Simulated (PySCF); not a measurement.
Excitation energy of S by level of theory

S [Ne] 3s2 3p4 (3P) → S [Ne] 3s1 3p5 (3P), as a difference of total energies. All numbers are calculated (PySCF 2.14, the spin-free X2C one-electron Hamiltonian (Gaussian nucleus), in x2c-QZVPPall). Correlated levels: valence: [Ne] frozen. The calculations carry no spin-orbit coupling.

```tsv
method	excitation energy (eV)
UHF	11.586
MP2 (valence)	10.524
SCS-MP2 (valence)	10.406
CCSD (valence)	9.676
CCSD(T) (valence)	9.218
```

**Question.** How much does correlation contribute at CCSD(T) (valence)?

**Answer.** 9.218 − (11.586) = -2.368 eV, measured against UHF.

Errors of the correlated levels include the incompleteness of this basis and the frozen core.

The upper state lies above the first ionisation limit, where it may autoionise and the basis confines it.

The coupled-cluster amplitudes are large for the upper state (T1 above 0.03 or a double amplitude above 0.15), so a single reference is strained.

For comparison: 8.928 eV (measured; NIST levels, between the centres of gravity of the two terms).
